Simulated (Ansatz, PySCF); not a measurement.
This PySCF input computes a SVWN5/def2-TZVPD energy:

```python
from pyscf import gto, scf, dft

mol = gto.M(
    atom='''
    C    -1.81227139    0.12475346    0.22858530
    C    -0.49148076   -0.49211109   -0.20218241
    N     0.63278353    0.33494026    0.20044829
    C     1.90194013    0.03520105   -0.25744839
    H    -1.93891041    1.11664588   -0.20755677
    H    -2.64837203   -0.50210995   -0.08438184
    H    -1.86288053    0.22262264    1.31627851
    H    -0.40055581   -1.51117880    0.20102361
    H    -0.45669066   -0.58213316   -1.29115600
    H     0.59012487    0.63251673    1.16473270
    H     1.97869697   -0.33586589   -1.26997098
    H     2.71997510    0.60786016    0.15416590
    ''',
    basis='def2-tzvpd',
    charge=0,
    spin=1,
    verbose=4,
)

mf = dft.UKS(mol, xc='svwn').density_fit(auxbasis='def2-universal-jkfit')
mf.grids.level = 3
mf.conv_tol = 1e-9
mf.max_cycle = 100
mf.max_memory = 1500
mf.kernel()
if not mf.converged:
    mf = mf.newton()
    mf.kernel(mf.make_rdm1())
for _ in range(2):
    mo, _, stable, _ = mf.stability(return_status=True)
    if stable:
        break
    mf.kernel(mf.make_rdm1(mo, mf.mo_occ))
mf.analyze()
```

**Question.** Write an input for the same energy in Ansatz (a first-principles code) and say what it gives.

**Answer.** 
Ansatz 0.2 input:
```yaml
crystal:
  periodic: [false, false, false]
  atoms:
    - {symbol: C, position_ang: [-1.81227139, 0.12475346, 0.22858530]}
    - {symbol: C, position_ang: [-0.49148076, -0.49211109, -0.20218241]}
    - {symbol: N, position_ang: [0.63278353, 0.33494026, 0.20044829]}
    - {symbol: C, position_ang: [1.90194013, 0.03520105, -0.25744839]}
    - {symbol: H, position_ang: [-1.93891041, 1.11664588, -0.20755677]}
    - {symbol: H, position_ang: [-2.64837203, -0.50210995, -0.08438184]}
    - {symbol: H, position_ang: [-1.86288053, 0.22262264, 1.31627851]}
    - {symbol: H, position_ang: [-0.40055581, -1.51117880, 0.20102361]}
    - {symbol: H, position_ang: [-0.45669066, -0.58213316, -1.29115600]}
    - {symbol: H, position_ang: [0.59012487, 0.63251673, 1.16473270]}
    - {symbol: H, position_ang: [1.97869697, -0.33586589, -1.26997098]}
    - {symbol: H, position_ang: [2.71997510, 0.60786016, 0.15416590]}
basis:
  gaussian:
    orbitals: def2-TZVPD
hamiltonian:
  xc: {name: SVWN5}
magnetization: {spin_polarized: true, initial_magnetization: 1}
output: {forces: true}
```
It gives -172.30679 Eh, and PySCF -172.30689 Eh, a difference of 0.10 mEh, from the treatment of integrals and grids.

It need not be the lowest isomer of its formula.
